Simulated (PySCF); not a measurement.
Input for PySCF: R-B3LYP/3-21G on CH5NOSe (a complex), monomers drawn apart or pushed together.

```python
from pyscf import gto, scf, dft, mp
from pyscf.data.elements import chemcore

mol = gto.M(
    atom='''
    N    -1.09438581   -0.41701169    0.19488816
    C     0.17476864   -0.31409176   -0.25772230
    O     1.15684880   -0.19003412    0.44470138
    H    -1.26773666   -0.38533571    1.19083245
    H    -1.86450114   -0.51025516   -0.44307836
    H     0.24062549   -0.35618308   -1.36008606
    Se    0.12062392   -0.02176368    3.26802869
    H    -0.30451861   -0.72929273    4.48890613
    H     0.90532773   -1.16941493    2.80160016
    ''',
    basis='3-21g',
    charge=0, spin=0, verbose=3, max_memory=1800)
mf = dft.RKS(mol, xc='b3lyp')
mf.conv_tol = 1e-8
mf.max_cycle = 100
mf.kernel()
if not mf.converged:
    mf = mf.newton().run(mf.mo_coeff, mf.mo_occ)
```

Program output:

```
converged SCF energy = -2560.3369272791
```

The run converged.

Cost: roughly 4 core-seconds.
